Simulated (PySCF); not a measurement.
PySCF input (M06-L/def2-TZVPD):

```python
from pyscf import gto, scf, dft

mol = gto.M(
    atom='''
    O    -0.00000000   -0.00000000   -1.28366142
    Ge    0.00000000    0.00000000    0.39126637
    H    -0.00000000   -0.00000000   -2.25123244
    ''',
    basis='def2-tzvpd',
    charge=1,
    spin=0,
    verbose=4,
)

mf = dft.RKS(mol, xc='m06l').density_fit(auxbasis='def2-universal-jkfit')
mf.grids.level = 4
mf.conv_tol = 1e-9
mf.max_cycle = 100
mf.max_memory = 1500
mf.kernel()
if not mf.converged:
    mf = mf.newton()
    mf.kernel(mf.make_rdm1())
mf.analyze()
```

End of the output:

```
Extra cycle  E= -2152.52636527224  delta_E= -2.27e-12  |g|= 2.14e-06  |ddm|= 9.39e-06
converged SCF energy = -2152.52636527224
**** SCF Summaries ****
Total Energy =                       -2152.526365272243311
Nuclear Repulsion Energy =              91.664228315733610
One-electron Energy =                -3170.333459403292636
Two-electron Energy =                  926.142865815315758
Two-electron Coulomb Energy =         1013.885849084336769
DFT Exchange-Correlation Energy =      -87.742983269021025
HOMO-LUMO gap [eV] =                     6.194236221434699
**** MO energy ****
MO #1   energy= -398.373511397886  occ= 2
MO #2   energy= -49.9685225419673  occ= 2
MO #3   energy= -44.3900431025821  occ= 2
MO #4   energy= -44.3900431025818  occ= 2
MO #5   energy= -44.387077254627   occ= 2
MO #6   energy= -19.2382671225079  occ= 2
MO #7   energy= -6.52021144534739  occ= 2
MO #8   energy= -4.64464536604163  occ= 2
MO #9   energy= -4.64464536604162  occ= 2
MO #10  energy= -4.63649023377303  occ= 2
MO #11  energy= -1.43555179823646  occ= 2
MO #12  energy= -1.43277008018602  occ= 2
MO #13  energy= -1.4327698436398   occ= 2
MO #14  energy= -1.4271846452733   occ= 2
MO #15  energy= -1.42718464527323  occ= 2
MO #16  energy= -1.22360677496788  occ= 2
MO #17  energy= -0.812044192913923 occ= 2
MO #18  energy= -0.588698270714543 occ= 2
MO #19  energy= -0.567883327170257 occ= 2
MO #20  energy= -0.567883327170198 occ= 2
MO #21  energy= -0.340249342746103 occ= 0
MO #22  energy= -0.340249342746037 occ= 0
MO #23  energy= -0.218412164077193 occ= 0
MO #24  energy= -0.129663778972188 occ= 0
MO #25  energy= -0.113725668809651 occ= 0
MO #26  energy= -0.0782613197259082 occ= 0
MO #27  energy= -0.0782613197258476 occ= 0
MO #28  energy= -0.0712353044984979 occ= 0
MO #29  energy= -0.0712251599439382 occ= 0
MO #30  energy= -0.041082705735554 occ= 0
MO #31  energy= -0.040868216057168 occ= 0
MO #32  energy= -0.0408682160571478 occ= 0
MO #33  energy= 0.0102989492341704 occ= 0
MO #34  energy= 0.0426494783074352 occ= 0
MO #35  energy= 0.0509403257352378 occ= 0
MO #36  energy= 0.0509403257352903 occ= 0
MO #37  energy= 0.108068049299858  occ= 0
MO #38  energy= 0.108090987829914  occ= 0
MO #39  energy= 0.140742339827229  occ= 0
MO #40  energy= 0.152062906914721  occ= 0
MO #41  energy= 0.152062906914801  occ= 0
MO #42  energy= 0.205159377280206  occ= 0
MO #43  energy= 0.208444043241481  occ= 0
MO #44  energy= 0.208444262884012  occ= 0
MO #45  energy= 0.218988945335236  occ= 0
MO #46  energy= 0.218988945335264  occ= 0
MO #47  energy= 0.252596507796037  occ= 0
MO #48  energy= 0.322552287812137  occ= 0
MO #49  energy= 0.381768546621934  occ= 0
MO #50  energy= 0.436083607485227  occ= 0
MO #51  energy= 0.436083607485291  occ= 0
MO #52  energy= 0.473175198052783  occ= 0
MO #53  energy= 0.473175198052818  occ= 0
MO #54  energy= 0.651561212659566  occ= 0
MO #55  energy= 0.781710329766194  occ= 0
MO #56  energy= 0.782085310809959  occ= 0
MO #57  energy= 0.782085310809979  occ= 0
MO #58  energy= 0.805244115776895  occ= 0
MO #59  energy= 0.805253111826389  occ= 0
MO #60  energy= 0.819907287688779  occ= 0
MO #61  energy= 0.819907287688791  occ= 0
MO #62  energy= 0.874142415021444  occ= 0
MO #63  energy= 0.874142485788263  occ= 0
MO #64  energy= 0.909664531238473  occ= 0
MO #65  energy= 0.949947236182836  occ= 0
MO #66  energy= 1.02590984050992   occ= 0
MO #67  energy= 1.02590984050993   occ= 0
MO #68  energy= 1.30685101937923   occ= 0
MO #69  energy= 1.48541589712448   occ= 0
MO #70  energy= 1.48541589712455   occ= 0
MO #71  energy= 1.49017675881915   occ= 0
MO #72  energy= 1.49017925704969   occ= 0
MO #73  energy= 1.75786116539772   occ= 0
MO #74  energy= 2.17606511574795   occ= 0
MO #75  energy= 2.17606511574798   occ= 0
MO #76  energy= 2.38259450870853   occ= 0
MO #77  energy= 2.47298130010504   occ= 0
MO #78  energy= 2.4729814853041    occ= 0
MO #79  energy= 2.52232708277732   occ= 0
MO #80  energy= 2.52232708277737   occ= 0
MO #81  energy= 2.56769580698051   occ= 0
MO #82  energy= 2.65766976988895   occ= 0
MO #83  energy= 2.65766976988897   occ= 0
MO #84  energy= 3.00015632555006   occ= 0
MO #85  energy= 3.44943070734813   occ= 0
MO #86  energy= 3.64986333246763   occ= 0
MO #87  energy= 3.6498633324678    occ= 0
MO #88  energy= 3.82886880842089   occ= 0
MO #89  energy= 4.16257802997637   occ= 0
MO #90  energy= 5.00367243745879   occ= 0
MO #91  energy= 5.00375321501927   occ= 0
MO #92  energy= 5.00491945846046   occ= 0
MO #93  energy= 5.00491945846052   occ= 0
MO #94  energy= 5.37165912072312   occ= 0
MO #95  energy= 5.37165912072318   occ= 0
MO #96  energy= 5.50524553764188   occ= 0
MO #97  energy= 6.23525841521965   occ= 0
MO #98  energy= 6.23537973871763   occ= 0
MO #99  energy= 6.45691864922419   occ= 0
MO #100 energy= 6.51672532969479   occ= 0
MO #101 energy= 6.51672532969479   occ= 0
MO #102 energy= 7.272406372963     occ= 0
MO #103 energy= 43.8613019206588   occ= 0
 ** Mulliken pop on meta-lowdin orthogonal AOs  **
 ** Mulliken pop  **
pop of  0 O 1s            1.99997
pop of  0 O 2s            1.59629
pop of  0 O 3s            0.00180
pop of  0 O 4s            0.00127
pop of  0 O 5s            0.00035
pop of  0 O 6s            0.00007
pop of  0 O 2px           1.76319
pop of  0 O 2py           1.76319
pop of  0 O 2pz           1.44340
pop of  0 O 3px           0.00021
pop of  0 O 3py           0.00021
pop of  0 O 3pz           0.00374
pop of  0 O 4px           0.00287
pop of  0 O 4py           0.00287
pop of  0 O 4pz           0.00240
pop of  0 O 5px           0.00128
pop of  0 O 5py           0.00128
pop of  0 O 5pz           0.00089
pop of  0 O 3dxy          0.00000
pop of  0 O 3dyz          0.00055
pop of  0 O 3dz^2         0.00388
pop of  0 O 3dxz          0.00055
pop of  0 O 3dx2-y2       0.00000
pop of  0 O 4dxy          0.00000
pop of  0 O 4dyz          0.00028
pop of  0 O 4dz^2         0.00070
pop of  0 O 4dxz          0.00028
pop of  0 O 4dx2-y2       0.00000
pop of  0 O 5dxy          0.00000
pop of  0 O 5dyz          0.00000
pop of  0 O 5dz^2         0.00112
pop of  0 O 5dxz          0.00000
pop of  0 O 5dx2-y2       0.00000
pop of  0 O 4f-3          0.00000
pop of  0 O 4f-2          0.00000
pop of  0 O 4f-1          0.00042
pop of  0 O 4f+0          0.00134
pop of  0 O 4f+1          0.00042
pop of  0 O 4f+2          0.00000
pop of  0 O 4f+3          0.00000
pop of  1 Ge 1s           1.99998
pop of  1 Ge 2s           1.99974
pop of  1 Ge 3s           1.99923
pop of  1 Ge 4s           1.84759
pop of  1 Ge 5s           0.00468
pop of  1 Ge 6s           0.00165
pop of  1 Ge 7s           0.00091
pop of  1 Ge 2px          1.99995
pop of  1 Ge 2py          1.99995
pop of  1 Ge 2pz          1.99995
pop of  1 Ge 3px          1.99988
pop of  1 Ge 3py          1.99988
pop of  1 Ge 3pz          1.99989
pop of  1 Ge 4px          0.21937
pop of  1 Ge 4py          0.21937
pop of  1 Ge 4pz          0.50311
pop of  1 Ge 5px          0.00538
pop of  1 Ge 5py          0.00538
pop of  1 Ge 5pz          0.00803
pop of  1 Ge 6px          0.00023
pop of  1 Ge 6py          0.00023
pop of  1 Ge 6pz          0.00033
pop of  1 Ge 3dxy         1.99971
pop of  1 Ge 3dyz         1.99967
pop of  1 Ge 3dz^2        1.99890
pop of  1 Ge 3dxz         1.99967
pop of  1 Ge 3dx2-y2      1.99971
pop of  1 Ge 4dxy         0.00016
pop of  1 Ge 4dyz         0.00363
pop of  1 Ge 4dz^2        0.00345
pop of  1 Ge 4dxz         0.00363
pop of  1 Ge 4dx2-y2      0.00016
pop of  1 Ge 5dxy         0.00009
pop of  1 Ge 5dyz         0.00133
pop of  1 Ge 5dz^2        0.00171
pop of  1 Ge 5dxz         0.00133
pop of  1 Ge 5dx2-y2      0.00009
pop of  1 Ge 6dxy         0.00001
pop of  1 Ge 6dyz         0.00017
pop of  1 Ge 6dz^2        0.00040
pop of  1 Ge 6dxz         0.00017
pop of  1 Ge 6dx2-y2      0.00001
pop of  1 Ge 7dxy         0.00002
pop of  1 Ge 7dyz         0.00004
pop of  1 Ge 7dz^2        0.00113
pop of  1 Ge 7dxz         0.00004
pop of  1 Ge 7dx2-y2      0.00002
pop of  1 Ge 4f-3         0.00000
pop of  1 Ge 4f-2         0.00000
pop of  1 Ge 4f-1         0.00073
pop of  1 Ge 4f+0         0.00031
pop of  1 Ge 4f+1         0.00073
pop of  1 Ge 4f+2         0.00000
pop of  1 Ge 4f+3         0.00000
pop of  2 H 1s            0.55243
pop of  2 H 2s            0.00998
pop of  2 H 3s            0.00742
pop of  2 H 2px           0.00053
pop of  2 H 2py           0.00053
pop of  2 H 2pz           0.00082
pop of  2 H 3px           0.00029
pop of  2 H 3py           0.00029
pop of  2 H 3pz           0.00115
 ** Mulliken atomic charges  **
charge of    0O =     -0.59484
charge of    1Ge =      1.16827
charge of    2H =      0.42657

WARN: System has nonzero charge 1; the dipole moment is origin-dependent.
Location of origin: [0. 0. 0.]

Dipole moment(X, Y, Z, Debye):  0.00000,  0.00000, -0.32551
```

It need not be the lowest isomer of its formula.
